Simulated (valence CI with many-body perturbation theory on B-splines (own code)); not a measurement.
**Level structure of Pr8+**

Level of theory: configuration interaction combined with many-body perturbation theory (CI+MBPT): five valence electrons over a frozen Dirac-Fock core [Kr] 4d10, a basis of 7 s, 7 p, 7 d, 7 f, 4 g, 2 h functions for each j, with the one-electron correlation potential Σ1 (screened to all orders), the two-electron term Σ2, the three-electron term Σ3, Breit, model QED; selected single and double excitations, second order for the rest (own B-spline code, finite nucleus).

No measured levels were compared; by estimate terms of the open shell hold to a few per cent of their energy, and close levels can change places; configurations with another count of f electrons can be misplaced by thousands of cm⁻¹. Among the levels kept, up to 1800 cm⁻¹ of a level comes from second order outside the variational space, and about a tenth of that is noise between levels of different J, which matters for small intervals. The lowest computed level is not the ground level that NIST lists (°, for many ions itself from theory).

Levels 136 to 180 of 206, with energies above the lowest level, 5s2 5p3 4S°_3/2. "Leading %" is the weight of the configuration and term that name the level; weights of strongly mixed levels are sums over their largest components and can fall short.

```tsv
No.	Configuration	Term	J	E (eV)	Leading %	g	Second component
136	4f 5s 5p3	4G	5/2	25.692	15	1.089	11 % 4f 5s 5p3 4F
137	4f3 5s2	4G°	9/2	25.728	72	1.158	23 % 4f3 5s2 2G°
138	4f3 5s2	2K°	15/2	25.751	94	1.064	
139	4f 5s 5p3	4F	3/2	25.806	25	0.801	16 % 5s 5p4 2D
140	4f3 5s2	4G°	11/2	25.850	94	1.266	
141	4f 5s 5p3	4D	7/2	25.942	55	1.300	9 % 4f 5s 5p3 6F
142	4f 5s 5p3	4H	7/2	25.987	53	0.812	11 % 4f 5s 5p3 4G
143	4f3 5s2	2D°	3/2	26.017	59	0.991	32 % 4f3 5s2 2P°
144	4f 5s 5p3	4G	9/2	26.046	46	1.233	23 % 4f 5s 5p3 4F
145	4f3 5s2	2D°	5/2	26.240	95	1.197	
146	4f 5s 5p3	4F	3/2	26.274	18	0.934	13 % 5s 5p4 2D
147	4f3 5s2	2P°	1/2	26.318	91	0.639	
148	4f 5s 5p3	4H	9/2	26.323	53	1.072	15 % 4f 5s 5p3 4F
149	4f3 5s2	2P°	3/2	26.574	59	1.144	34 % 4f3 5s2 2D°
150	4f2 5s 5p2	6I	7/2	26.807	60	0.634	10 % 4f2 5s 5p2 4H
151	4f 5s 5p3	4P	5/2	26.852	18	1.244	17 % 4f 5s 5p3 4F
152	4f 5s 5p3	4H	11/2	26.866	59	1.183	17 % 4f 5s 5p3 4G
153	4f2 5s 5p2	6I	9/2	26.979	25	1.092	18 % 4f 5s 5p3 4F
154	4f 5s 5p3	2P	3/2	27.020	24	0.960	15 % 4f 5s 5p3 4F
155	4f3 5s2	2I°	11/2	27.042	86	0.940	10 % 4f3 5s2 2H°
156	4f3 5s2	4D°	3/2	27.051	86	1.161	10 % 4f3 5s2 2D°
157	4f3 5s2	2L°	15/2	27.053	95	0.943	
158	4f3 5s2	4D°	5/2	27.080	84	1.345	11 % 4f3 5s2 2D°
159	4f3 5s2	4D°	1/2	27.090	93	0.023	
160	4f 5s 5p3	2G	7/2	27.108	20	1.023	13 % 4f2 5s 5p2 6I
161	4f3 5s2	2I°	13/2	27.169	96	1.075	
162	4f 5s 5p3	4G	11/2	27.183	44	1.233	10 % 4f2 5s 5p2 6I
163	4f 5s 5p3	4D	1/2	27.213	46	0.428	27 % 4f 5s 5p3 2P
164	4f3 5s2	2L°	17/2	27.222	97	1.058	
165	4f 5s 5p3	4D	5/2	27.252	32	1.196	21 % 4f 5s 5p3 4F
166	4f3 5s2	4D°	7/2	27.277	96	1.426	
167	4f2 5s 5p2	6I	9/2	27.378	30	1.017	16 % 4f 5s 5p3 2H
168	4f 5s 5p3	4P	5/2	27.449	39	1.370	14 % 4f 5s 5p3 4F
169	4f 5s 5p3	4F	7/2	27.504	57	1.160	6 % 4f 5s 5p3 2F
170	4f 5s 5p3	4D	3/2	27.525	28	0.926	18 % 4f2 5s 5p2 6G
171	4f 5s 5p3	2H	9/2	27.533	42	1.027	8 % 4f 5s 5p3 4H
172	4f3 5s2	2H°	9/2	27.536	96	0.910	
173	4f3 5s2	2H°	11/2	27.664	86	1.074	10 % 4f3 5s2 2I°
174	4f 5s 5p3	4H	13/2	27.689	58	1.253	16 % 4f2 5s 5p2 6G
175	4f3 5s2	2D°	3/2	27.717	86	0.840	9 % 4f3 5s2 4D°
176	4f2 5s 5p2	6I	11/2	27.774	34	1.166	28 % 4f 5s 5p3 4G
177	4f 5s 5p3	4D	1/2	27.819	41	0.892	23 % 4f 5s 5p3 4P
178	4f3 5s2	2D°	5/2	27.847	74	1.186	12 % 4f3 5s2 4D°
179	4f2 5s 5p2	6G	3/2	27.969	41	0.563	28 % 4f 5s 5p3 4D
180	4f2 5s 5p2	6G	5/2	28.021	42	1.021	16 % 4f2 5s 5p2 6F
```

Names give the largest LS component (configuration and term), which can be under half, so a name can repeat, a term be missing and a line seem to break the LS rules; names also repeat where a configuration has a term twice.

Where two levels of one J and parity lie close, their mixing, g and order are uncertain.
